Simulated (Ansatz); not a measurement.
Start from `IC1=C[SiH2]1` and change one element to get `BrC1=C[SiH2]1`.

Ansatz, PBE0-D4/def2-TZVP geometries, multiplicity 1. 

Elements past krypton have def2 core potentials. Scalar relativity is left out up to krypton.

| property | `IC1=C[SiH2]1` |
| --- | --- |
| HOMO energy (PBE0/def2-TZVPP) / eV | -7.23 |
| size of the dipole moment (ωB97M-V/def2-TZVPP) / D | 1.23 |
| LUMO energy (ωB97M-V/def2-TZVPP) / eV | 0.68 |
| ideal-gas entropy at 298 K and 1 bar (rigid rotor, harmonic PBE0-D4/def2-TZVP) / J/(mol·K) | 317 |
| LUMO energy (PBE/def2-TZVPP) / eV | -2.02 |
| HOMO energy (PBE/def2-TZVPP) / eV | -6.14 |

Problem. Give the same properties after the change, and the shifts. (Best estimate.)

Solution. Ansatz gave: 
| property | `BrC1=C[SiH2]1` | shift |
| --- | --- | --- |
| HOMO energy (PBE0/def2-TZVPP) / eV | -7.64 | -0.41 |
| size of the dipole moment (ωB97M-V/def2-TZVPP) / D | 1.43 | 0.20 |
| LUMO energy (ωB97M-V/def2-TZVPP) / eV | 1.07 | 0.39 |
| ideal-gas entropy at 298 K and 1 bar (rigid rotor, harmonic PBE0-D4/def2-TZVP) / J/(mol·K) | 308 | -9 |
| LUMO energy (PBE/def2-TZVPP) / eV | -1.63 | 0.39 |
| HOMO energy (PBE/def2-TZVPP) / eV | -6.47 | -0.33 |

With PBE0 the HOMO falls by 0.41 eV and the LUMO rises by 0.42 eV, so the gap widens by about 0.83 eV. PBE moves the HOMO by -0.33 eV and ωB97M-V by -0.44 eV. Dipoles are sizes alone; their direction can turn.

Spin–orbit coupling is left out; it splits and shifts lone-pair levels of the heavy atoms by tenths of an eV.
